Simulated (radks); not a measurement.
Values are calculated unless marked as measured or tabulated.
Yb II, 69 electrons, occupied as [Xe] 4f14 6s1. Level of theory: Dirac Kohn-Sham, PBEsol, spin-unpolarised, spherical densities, finite nucleus; Fermi nuclear charge, rms radius 5.3108 fm (a radial shooting solver on a logarithmic mesh with Libxc functionals).

Unscreened Slater integrals over Kohn-Sham orbitals (hartree). Large and small components are both included. Empty in this configuration: 5d3/2.

F0(4f7/2,4f7/2): 1.1995
F2(4f7/2,4f7/2): 0.55108
F4(4f7/2,4f7/2): 0.34238
F6(4f7/2,4f7/2): 0.24541
F0(4f7/2,6s1/2): 0.33244
G3(4f7/2,6s1/2): 0.012340
F0(4f7/2,4f5/2): 1.2142
F2(4f7/2,4f5/2): 0.55895
F4(4f7/2,4f5/2): 0.34747
G2(4f7/2,4f5/2): 0.55731
G4(4f7/2,4f5/2): 0.34650
G6(4f7/2,4f5/2): 0.24844
F0(4f7/2,5p3/2): 0.73188
F2(4f7/2,5p3/2): 0.24117
G2(4f7/2,5p3/2): 0.12956
G4(4f7/2,5p3/2): 0.097778
F0(4f7/2,5d3/2): 0.44948
F2(4f7/2,5d3/2): 0.093248
G3(4f7/2,5d3/2): 0.036838
G5(4f7/2,5d3/2): 0.026946
F0(6s1/2,6s1/2): 0.25505
F0(6s1/2,4f5/2): 0.33297
G3(6s1/2,4f5/2): 0.011675
F0(6s1/2,5p3/2): 0.31724
G1(6s1/2,5p3/2): 0.027309
F0(6s1/2,5d3/2): 0.28129
G2(6s1/2,5d3/2): 0.10402
F0(4f5/2,4f5/2): 1.2291
F2(4f5/2,4f5/2): 0.56715
F4(4f5/2,4f5/2): 0.35280
F0(4f5/2,5p3/2): 0.73580
F2(4f5/2,5p3/2): 0.23877
G2(4f5/2,5p3/2): 0.12513
G4(4f5/2,5p3/2): 0.095013
F0(4f5/2,5d3/2): 0.45063
F2(4f5/2,5d3/2): 0.091041
G1(4f5/2,5d3/2): 0.047787
G3(4f5/2,5d3/2): 0.034850
F0(5p3/2,5p3/2): 0.60793
F2(5p3/2,5p3/2): 0.32475
F0(5p3/2,5d3/2): 0.41766
F2(5p3/2,5d3/2): 0.17837
G1(5p3/2,5d3/2): 0.20067
G3(5p3/2,5d3/2): 0.12080
F0(5d3/2,5d3/2): 0.33495
F2(5d3/2,5d3/2): 0.16256
